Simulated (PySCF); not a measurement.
SMILES COc1ccccc1C at its GFN2-xTB optimised geometry (Å):

```
19

C     -2.3835    -1.7977    -0.0040
O     -0.9810    -1.7214    -0.0001
C     -0.3934    -0.4872     0.0000
C     -1.0859     0.7154     0.0001
C     -0.3931     1.9163    -0.0004
C      0.9869     1.9259    -0.0005
C      1.6777     0.7236     0.0000
C      1.0107    -0.4872     0.0000
C      1.7405    -1.7942    -0.0004
H     -2.8115    -1.3292    -0.8967
H     -2.6210    -2.8607    -0.0088
H     -2.8160    -1.3362     0.8901
H     -2.1647     0.7328     0.0008
H     -0.9453     2.8445    -0.0003
H      1.5266     2.8607    -0.0007
H      2.7584     0.7267    -0.0001
H      1.4657    -2.3763     0.8781
H      1.4608    -2.3784    -0.8759
H      2.8160    -1.6376    -0.0035
```

Computed with PBE/def2-SVP in PySCF. Cells within 0.4 Å of a nucleus heavier than hydrogen are left out (blank, or x).

Map of the log10 of the electron density (e/bohr³), floored at −4 on the plane z = 0.0 Å:

```
|00000000000000000000000000000|
|00000000000000000000000000000|
|00000000011221111222100000000|
|00000000123443223344321000000|
|00000000235555434555431000000|
|00000001346776556777542000000|
|00000001357987767898643100000|
|00000002357898888998643100000|
|000000123578xx99xx97643210000|
|000002345578xx99xx98654421000|
|00001345677899888998776542100|
|00002457888x9877789x888653100|
|0000246799xxx86678xx999753100|
|00012457888x9877789x887653100|
|00012345677899888998776542100|
|000234455678xx99xx98655432100|
|001245666678xx99xx98665432100|
|00135678778998888898777643100|
|0023578x889xx876789x888753200|
|0023578xx99xx86568xx999753200|
|0013578x98999865678x887653100|
|00135789877876545788766542100|
|00135689765555434666654321000|
|00124677654433223455433210000|
|00023455542211112333321000000|
|00002344321000001111110000000|
|00000122110000000000000000000|
|00000000000000000000000000000|
|00000000000000000000000000000|
```
Scale: ten equal steps from -4.00 (start of '0') to -0.238 (end of '9'), in the order '0123456789'; x runs from -5.00 to 5.00, y from -5.00 (bottom) to 5.00 (top).
